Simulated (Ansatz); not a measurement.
Basis sets compared for the cluster Ca2Si⁻. The state is a doublet with charge -1. Geometry B3LYP-D4/def2-TZVPD. Ansatz on 4 threads of Arm Neoverse V1 on a shared host; times are rough, and most runs start from earlier orbitals.

```xyz
3

Ca    0.086   -1.943   -0.052
Ca   -1.342    1.407   -0.085
Si    1.255    0.536    0.138
```

At PBE-D4/def2-SVPD, PBE-D4/def2-TZVPD the highest occupied level of the charge -1 doublet lies above zero (up to 0.53 eV). By energy differences its removal costs 1.14 eV (vertical, to the charge 0 triplet, at PBE-D4/def2-TZVPD); a positive level beside a positive removal energy at the same level points to self-interaction error. At PBE0-D4/def2-SVPD, PBE0-D4/def2-TZVPD the charge -1 doublet is spin-contaminated (final ⟨S²⟩ up to 0.95, 0.75 for a pure state). The order of the spin states hangs on the level: the quartet lies 0.12 eV below the doublet at PBE0-D4/def2-TZVPD, but 0.09 eV above it at PBE-D4/def2-TZVPD. The structure comes from a short search, and lower isomers may exist.

| level | functions | energy (Eh) | HOMO (eV) | LUMO (eV) | wall time |
| --- | --- | --- | --- | --- | --- |
| PBE-D4/def2-SVPD | 78 | -1643.7832 | 0.53 | 0.84 | 3.1 s |
| PBE0-D4/def2-SVPD | 78 | -1643.8896 | -0.18 | 1.18 | 4.2 s |

**Question.** Estimate the rows for PBE-D4/def2-TZVPD, PBE0-D4/def2-TZVPD.

**Answer.** 
```tsv
level	functions	energy (Eh)	HOMO (eV)	LUMO (eV)	wall time
PBE-D4/def2-TZVPD	115	-1644.0515	0.53	0.88	4 s
PBE0-D4/def2-TZVPD	115	-1644.1555	-0.21	1.26	38 s
```
